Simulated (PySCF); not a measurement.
Job file and geometry (Å, from GFN2-xTB) of an NMR shielding run on SMILES c1c(C(=O)[O-])ccc2c1C2, [C8H5O2]-, GIAO PBE0/pcSseg-1 NMR shielding, non-relativistic, gas phase (PySCF); density fitting, a coarse starting grid and PySCF grid level 2 are the driver's defaults:

```
{"job": {"kind": "nmr", "xc": "PBE0", "basis": "pcSseg-1"}, "charge": -1, "multiplicity": 1}
O      3.377331    -0.612916     0.285285
C      2.466577    -0.964486    -0.477366
O      2.512279    -1.717455    -1.460101
C      1.050421    -0.372190    -0.153557
C      0.898650     0.479332     0.930249
C     -0.330055     1.060170     1.300560
C     -1.349203     0.695803     0.481079
C     -1.205111    -0.150100    -0.596271
C     -0.038293    -0.725175    -0.979435
C     -2.569336     0.392806    -0.321255
H      1.789643     0.692291     1.505250
H     -0.416312     1.722719     2.154350
H      0.119361    -1.391796    -1.815045
H     -3.330672    -0.262720     0.097689
H     -2.979694     1.161707    -0.973344
```

Question: What does the program print?

Answer: 
```
coarse grid: 13960 points
cycle   1  E = -457.3938435793  dE =  2.140e+00  |g| = 1.083e+00  |ddm| = 4.205e+00
cycle   2  E = -455.5613227315  dE =  1.833e+00  |g| = 2.492e+00  |ddm| = 5.849e+00
cycle   3  E = -457.5121974414  dE = -1.951e+00  |g| = 6.295e-01  |ddm| = 5.522e+00
cycle   4  E = -457.6183546589  dE = -1.062e-01  |g| = 2.094e-01  |ddm| = 8.575e-01
cycle   5  E = -457.6245747187  dE = -6.220e-03  |g| = 1.368e-01  |ddm| = 4.150e-01
cycle   6  E = -457.6294527390  dE = -4.878e-03  |g| = 3.758e-02  |ddm| = 2.009e-01
cycle   7  E = -457.6297524832  dE = -2.997e-04  |g| = 1.506e-02  |ddm| = 5.590e-02
cycle   8  E = -457.6297958694  dE = -4.339e-05  |g| = 5.379e-03  |ddm| = 1.934e-02
cycle   9  E = -457.6298012320  dE = -5.363e-06  |g| = 2.095e-03  |ddm| = 7.590e-03
final grid: 138944 points
cycle  10  E = -457.7104129916  dE = -2.019e-05  |g| = 1.169e-02  |ddm| = 5.687e-02
cycle  11  E = -457.7103757260  dE =  3.727e-05  |g| = 1.830e-02  |ddm| = 3.504e-02
cycle  12  E = -457.7104397693  dE = -6.404e-05  |g| = 2.475e-03  |ddm| = 2.251e-02
cycle  13  E = -457.7104409305  dE = -1.161e-06  |g| = 6.177e-04  |ddm| = 2.972e-03
cycle  14  E = -457.7104409992  dE = -6.875e-08  |g| = 1.208e-04  |ddm| = 7.701e-04
cycle  15  E = -457.7104410023  dE = -3.029e-09  |g| = 3.744e-05  |ddm| = 1.937e-04
cycle  16  E = -457.7104410025  dE = -2.889e-10  |g| = 1.385e-05  |ddm| = 5.744e-05
converged SCF energy = -457.7104410025

GIAO shielding tensors (ppm)
atom      isotropic    diamagn.    paramagn.     s11        s22        s33       span
  0 O       21.649     408.192    -386.544   -176.642    -33.800    275.389    452.030
  1 C       22.191     236.822    -214.631    -74.014     65.773     74.814    148.828
  2 O       21.181     408.529    -387.348   -177.289    -42.277    283.110    460.399
  3 C       25.807     261.920    -236.113    -57.170    -16.258    150.849    208.019
  4 C       49.624     252.347    -202.722    -42.413     20.609    170.677    213.089
  5 C       73.322     254.569    -181.247     -3.078     49.941    173.102    176.180
  6 C       63.238     271.232    -207.993    -87.863     49.078    228.500    316.363
  7 C       61.078     267.036    -205.958    -88.501     49.237    222.499    311.001
  8 C       66.790     247.948    -181.158     -7.115     25.499    181.987    189.102
  9 C      164.761     262.203     -97.442    141.342    156.056    196.885     55.543
 10 H       23.218      33.161      -9.943     18.862     22.583     28.210      9.348
 11 H       24.674      31.780      -7.106     20.724     25.988     27.310      6.586
 12 H       23.211      32.846      -9.635     18.737     23.827     27.070      8.333
 13 H       28.512      32.021      -3.509     24.440     24.654     36.443     12.003
 14 H       28.512      32.018      -3.506     24.441     24.653     36.442     12.001
```

Question: Turn these shieldings into chemical shifts. Shifts are taken against calculated references (same method and geometry level): H2O for 17O (σ = 336.08 ppm); 13C (σ = 186.93 ppm) and 1H (σ = 31.72 ppm) against TMS.

Answer: Averaging equivalent atoms: O 0/2: 314.7; C 1: 164.7; C 3: 161.1; C 4: 137.3; C 7: 125.8; C 6: 123.7; C 8: 120.1; C 5: 113.6; C 9: 22.2; H 12: 8.51; H 10: 8.50; H 11: 7.04; H 13/14: 3.20 ppm. Unscaled 17O shifts of doubly bonded oxygen tend to come out too high, by tens of ppm or more. Experimental scales use liquid or dissolved standards, which lie at an offset from isolated H2O (liquid H2O: subtract about 36 ppm).

Size and cost of the density-fitted run: 195 basis functions, 49 s wall time on 1 thread of an Arm Neoverse N1, shared host.
